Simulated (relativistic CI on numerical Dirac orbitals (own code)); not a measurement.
# Hyperfine structure of Be IV, mass number 9

Computed by Dirac equation for one electron, model QED (radiative potential, 1s self-energy scaled to tabulated hydrogen-like ionisation energies) (own radial code, finite nucleus).

Configuration list: 1s, 2s, 2p, 3s, 3p, 3d, 4s, 4p, 4d, 4f, 5s, 5p, 5d, 5f, 5g, 6s, 6p, 6d. Levels of other configurations are missing.

Nuclear spin I = 3/2, μ = -1.17743 μN, Q = 0.0529 b (tables of Stone and Pyykkö). The electronic factors are computed for point nuclear moments, without core polarisation; leaving it out makes A of s and p electrons in near-neutral atoms 20 to 40 % too small, and it can dominate for d and f shells.

```json
{"Level": "1s ²S1/2", "E (cm⁻¹)": "0", "A (MHz)": "-12790", "B (MHz)": ""}
{"Level": "2p ²P°1/2", "E (cm⁻¹)": "1316979", "A (MHz)": "-533.5", "B (MHz)": ""}
{"Level": "2s ²S1/2", "E (cm⁻¹)": "1316985", "A (MHz)": "-1600", "B (MHz)": ""}
{"Level": "2p ²P°3/2", "E (cm⁻¹)": "1317073", "A (MHz)": "-106.5", "B (MHz)": "13.3"}
{"Level": "3p ²P°1/2", "E (cm⁻¹)": "1560901", "A (MHz)": "-158.1", "B (MHz)": ""}
{"Level": "3s ²S1/2", "E (cm⁻¹)": "1560902", "A (MHz)": "-474.1", "B (MHz)": ""}
{"Level": "3d ²D3/2", "E (cm⁻¹)": "1560928", "A (MHz)": "-18.94", "B (MHz)": "0.786"}
{"Level": "3p ²P°3/2", "E (cm⁻¹)": "1560928", "A (MHz)": "-31.57", "B (MHz)": "3.93"}
```

Levels with J = 0, under 50 % of one LS term, or S terms without an open s electron are left out. Small factors come from cancelling terms and can be off by tens of per cent or more.

Give the hyperfine levels of 1s ²S1/2 relative to its centre of gravity.

With K = F(F + 1) − I(I + 1) − J(J + 1), E = AK/2: F = 1: 15990, F = 2: -9595 MHz.
